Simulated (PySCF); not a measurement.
# Energy of V⁺ (vanadium, charge +1) between two integer charges

The 3d alpha orbital of [Ar] 3d4 is emptied in steps (occupation f), with all orbitals relaxed, ending at [Ar] 3d3. All numbers are calculated (PySCF 2.14, no relativity, point nucleus, in aug-cc-pVDZ (7s6p4d2f, 59 functions)). The exact energy is a straight line in f; departures are measured from the line between the end points of the same method.

| f | MN15 (eV) |
| --- | --- |
| 1 | 0.000 |
| 0.8 | -0.524 |
| 0.6 | -0.804 |
| 0.4 | -0.820 |
| 0.2 | -0.555 |
| 0 | 0.000 |

Problem. For MN15, how does the orbital energy at f = 1 compare with the removal energy?

Solution. −ε = 12.108 eV against a total-energy difference of 15.280 eV. By Janak's theorem ε = ∂E/∂f, so the gap between them reflects the curvature. Along the path −ε is 13.245 (f = 0.8), 14.526 (f = 0.6), 15.895 (f = 0.4), 17.321 (f = 0.2) eV.

Reference removal energy between the ground levels: 14.634 ± 0.007 eV (measured; NIST Atomic Spectra Database, ionization energies). The calculation has no spin-orbit coupling. The determinant left behind need not be the lowest term of the ion.
